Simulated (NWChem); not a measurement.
Program: NWChem. System: F$_{2}$Zn, charge 0, spin multiplicity 1, at a geometry optimised with PBE0/def2-SVP. The structure started from a generated list of species. Level: MP2/def2-TZVP, 11 core orbitals frozen.

NWChem printed:

```
             Northwest Computational Chemistry Package (NWChem) 7.3.0
             --------------------------------------------------------

                                NWChem Input Module
                                -------------------

 Scaling coordinates for geometry "geometry" by  1.889725989
 (inverse scale =  0.529177249)

 Turning off AUTOSYM since
 SYMMETRY directive was detected!

                             Geometry "geometry" -> ""
                             -------------------------

 Output coordinates in angstroms (scale by  1.889725989 to convert to a.u.)

  No.       Tag          Charge          X              Y              Z
 ---- ---------------- ---------- -------------- -------------- --------------
    1 Zn                  30.0000     0.00000000     0.00000000     0.00000000
    2 F                    9.0000     0.00000000     0.00000000     1.72996300
    3 F                    9.0000     0.00000000     0.00000000    -1.72996300

 Effective nuclear repulsion energy (a.u.)     177.5687647911

            Nuclear Dipole moment (a.u.)
            ----------------------------
        X                 Y               Z
 ---------------- ---------------- ----------------
     0.0000000000     0.0000000000     0.0000000000

      Symmetry information
      --------------------

 Group name             D2h
 Group number             26
 Group order               8
 No. of unique centers     2

      Symmetry unique atoms

     1    2


 Summary of "ao basis" -> "" (spherical)
 ------------------------------------------------------------------------------
       Tag                 Description            Shells   Functions and Types
 ---------------- ------------------------------  ------  ---------------------
 *                         def2-tzvp                  on all atoms

 Summary of "ao basis" -> "ao basis" (spherical)
 ------------------------------------------------------------------------------
       Tag                 Description            Shells   Functions and Types
 ---------------- ------------------------------  ------  ---------------------
 Zn                        def2-tzvp                16       48   6s5p4d1f
 F                         def2-tzvp                11       31   5s3p2d1f

                                 NWChem SCF Module
                                 -----------------

  ao basis        = "ao basis"
  functions       =   110
  atoms           =     3
  closed shells   =    24
  open shells     =     0
  charge          =   0.00
  wavefunction    = RHF
  use symmetry    = T
  symmetry adapt  = T

 Summary of "ao basis" -> "ao basis" (spherical)
 ------------------------------------------------------------------------------
       Tag                 Description            Shells   Functions and Types
 ---------------- ------------------------------  ------  ---------------------
 Zn                        def2-tzvp                16       48   6s5p4d1f
 F                         def2-tzvp                11       31   5s3p2d1f

      Symmetry analysis of basis
      --------------------------

        ag         28
        au          4
        b1g         7
        b1u        21
        b2g        11
        b2u        14
        b3g        11
        b3u        14

 Forming initial guess at       0.1s

      Superposition of Atomic Density Guess
      -------------------------------------

 Sum of atomic energies:       -1976.64321659

      Non-variational initial energy
      ------------------------------

 Total energy =   -1976.611115
 1-e energy   =   -3116.864814
 2-e energy   =     962.684934
 HOMO         =      -0.610339
 LUMO         =      -0.113497

      Symmetry analysis of molecular orbitals - initial
      -------------------------------------------------

 !! scf_movecs_sym_adapt:   72 vectors were symmetry contaminated

  Symmetry fudging

 !! scf_movecs_sym_adapt:   62 vectors were symmetry contaminated

  Numbering of irreducible representations:

     1 ag          2 au          3 b1g         4 b1u         5 b2g
     6 b2u         7 b3g         8 b3u

  Orbital symmetries:

     1 ag          2 ag          3 b1u         4 b2u         5 b3u
[...]
                       -------------------------------------

 Vector   22  Occ=2.000000D+00  E=-5.972548D-01  Symmetry=b3u
              MO Center= -2.6D-16,  7.5D-31,  6.6D-17, r^2= 3.4D+00
   Bfn.  Coefficient  Atom+Function         Bfn.  Coefficient  Atom+Function
  ----- ------------  ---------------      ----- ------------  ---------------
    54      0.336216  2 F  px                85      0.336216  3 F  px
    57      0.294254  2 F  px                88      0.294254  3 F  px
    60      0.203519  2 F  px                91      0.203519  3 F  px

 Vector   23  Occ=2.000000D+00  E=-5.783820D-01  Symmetry=b3g
              MO Center= -2.3D-31,  8.9D-17,  6.6D-17, r^2= 3.3D+00
   Bfn.  Coefficient  Atom+Function         Bfn.  Coefficient  Atom+Function
  ----- ------------  ---------------      ----- ------------  ---------------
    55      0.337158  2 F  py                86     -0.337158  3 F  py
    58      0.296983  2 F  py                89     -0.296983  3 F  py
    61      0.195907  2 F  py                92     -0.195907  3 F  py
    23     -0.152904  1 Zn d -1

 Vector   24  Occ=2.000000D+00  E=-5.783820D-01  Symmetry=b2g
              MO Center= -3.2D-18,  5.8D-34,  9.7D-17, r^2= 3.3D+00
   Bfn.  Coefficient  Atom+Function         Bfn.  Coefficient  Atom+Function
  ----- ------------  ---------------      ----- ------------  ---------------
    54      0.337158  2 F  px                85     -0.337158  3 F  px
    57      0.296983  2 F  px                88     -0.296983  3 F  px
    60      0.195907  2 F  px                91     -0.195907  3 F  px
    25      0.152904  1 Zn d  1

 Vector   25  Occ=0.000000D+00  E= 3.608773D-02  Symmetry=ag
              MO Center=  4.7D-17, -1.6D-21, -1.2D-17, r^2= 4.9D+00
   Bfn.  Coefficient  Atom+Function         Bfn.  Coefficient  Atom+Function
  ----- ------------  ---------------      ----- ------------  ---------------
     6      1.228042  1 Zn s                 53     -0.287789  2 F  s
    84     -0.287789  3 F  s

 Vector   26  Occ=0.000000D+00  E= 7.204565D-02  Symmetry=b3u
              MO Center=  3.9D-16,  4.0D-31, -1.1D-17, r^2= 7.1D+00
   Bfn.  Coefficient  Atom+Function         Bfn.  Coefficient  Atom+Function
  ----- ------------  ---------------      ----- ------------  ---------------
    19      0.996730  1 Zn px                60     -0.156485  2 F  px
    91     -0.156485  3 F  px

 Vector   27  Occ=0.000000D+00  E= 7.204565D-02  Symmetry=b2u
              MO Center=  5.9D-31,  5.4D-16,  4.7D-17, r^2= 7.1D+00
   Bfn.  Coefficient  Atom+Function         Bfn.  Coefficient  Atom+Function
  ----- ------------  ---------------      ----- ------------  ---------------
    20      0.996730  1 Zn py                61     -0.156485  2 F  py
    92     -0.156485  3 F  py

 center of mass
 --------------
 x =   0.00000000 y =   0.00000000 z =   0.00000000

 moments of inertia (a.u.)
 ------------------
         406.086286601976           0.000000000000           0.000000000000
           0.000000000000         406.086286601976           0.000000000000
           0.000000000000           0.000000000000           0.000000000000

  Mulliken analysis of the total density
  --------------------------------------

    Atom       Charge   Shell Charges
 -----------   ------   -------------------------------------------------------
    1 Zn  30    28.76   2.00  2.00  1.17  0.81  0.40  0.00  5.99  4.78  1.25  0.25  0.02  5.48  3.40  1.10  0.11  0.00
    2 F    9     9.62   0.77  1.20  0.59  1.00  0.39  2.23  2.29  1.15  0.00  0.01  0.00
    3 F    9     9.62   0.77  1.20  0.59  1.00  0.39  2.23  2.29  1.15  0.00  0.01  0.00

       Multipole analysis of the density wrt the origin
       ------------------------------------------------

     L   x y z        total         open         nuclear
     -   - - -        -----         ----         -------
     0   0 0 0     -0.000000      0.000000     48.000000

     1   1 0 0      0.000000      0.000000      0.000000
     1   0 1 0      0.000000      0.000000      0.000000
     1   0 0 1      0.000000      0.000000      0.000000

     2   2 0 0    -14.874648      0.000000      0.000000
     2   1 1 0     -0.000000      0.000000      0.000000
     2   1 0 1     -0.000000      0.000000      0.000000
     2   0 2 0    -14.874648      0.000000      0.000000
     2   0 1 1      0.000000      0.000000      0.000000
     2   0 0 2    -27.987357      0.000000    192.372862

                   NWChem MP2 Semi-direct Energy/Gradient Module
                   ---------------------------------------------

  Basis functions       =    110
  Molecular orbitals    =    110
  Frozen core           =     11
  Frozen virtuals       =      0
  Active alpha occupied =     13
  Active beta occupied  =     13
  Active alpha virtual  =     86
  Active beta virtual   =     86
  Use MO symmetry       = T
  Use skeleton AO sym   = T

  AO/Fock/Back tols     =   1.0D-09  1.0D-09  1.0D-09

 GA uses MA = F    GA memory limited = T

 Available:
  local mem=  1.26D+08
 global mem=  1.44D+08
 local disk=  0.00D+00
  mp2_memr nvloc                    86
  nvloc new                    86
   1 passes of  13:        5242880                      80561                  21508947.
   1 passes of  13: M    126148025           G      144155000           F     120905145.

 Semi-direct pass number   1 of   1  for RHF alpha+beta  at        1.8s
  vrange nnbf                  5653
  mp2_eaftype                    82  avail_ma_in_mb                  1099
 EAF : mp2_eaftype filesize          82   10754474.
  mp2_eaf for mointskh                     82
Node 0 wrote     50.6 Mb in      0.0 s     Agg I/O rate:  1260.7 Mb/s
 Done moints_semi at        5.7s
  mp2_eaftype                    82  avail_ma_in_mb                  1017
 EAF : mp2_eaftype filesize          82   10754474.
  mp2_eaf for kh                    82
 Done maket at        5.8s
 Done multipass loop at        5.8s

          -------------------------------------------
          SCF energy               -1976.828198901683
          Correlation energy          -0.926382750079
          Singlet pairs               -0.495464421588
          Triplet pairs               -0.430918328492
          Total MP2 energy         -1977.754581651762
          -------------------------------------------

          ---------------------------------------------------
                    Spin Component Scaled (SCS) MP2
          Same spin pairs                     -0.287278885661
          Same spin scaling factor             0.333333333333
          Opposite spin pairs                 -0.639103864418
          Opposite spin scaling fact.          1.200000000000
          SCS-MP2 correlation energy          -0.862684265856
          Total SCS-MP2 energy             -1977.690883167538
          ---------------------------------------------------

 -----------------------
 Performance information
 -----------------------

 Timer overhead =  1.70D-07 seconds/call

               Nr. of calls         CPU time (s)                 Wall time (s)                GFlops
             ---------------    -------------------     ------------------------------   -------------------
Name         Min   Avg   Max    Min     Avg     Max     Min     Avg     Max   Mx/calls   Min     Max     Sum
mp2: moin     1     1     1    3.8     3.8     3.8      3.8     3.8     3.8     3.8      0.0     0.0     0.0
mp2: make     1     1     1   0.17    0.17    0.17     0.17    0.17    0.17    0.17      0.0     0.0     0.0
mp2: tota     1     1     1    4.1     4.1     4.1      4.1     4.1     4.1     4.1      0.0     0.0     0.0

 The average no. of pstat calls per process was 3.00D+00
 with a timing overhead of 5.10D-07s

 Task  times  cpu:        5.8s     wall:        5.8s

 Total times  cpu:        5.8s     wall:        5.8s
```

Write an NWChem input that would produce this output.

This is not unique; one that fits is 
```
start mol
memory heap 200 mb stack 900 mb global 1100 mb
geometry units angstroms nocenter noautoz
  Zn     0.000000     0.000000     0.000000
  F      0.000000     0.000000     1.729963
  F      0.000000     0.000000    -1.729963
  symmetry group D2h
end
basis spherical
  * library def2-tzvp
end
scf
  rhf
  nopen 0
  maxiter 100
  thresh 1e-7
  semidirect memsize 60000000 filesize 0
end
mp2
  freeze core 11
end
task mp2 energy
```
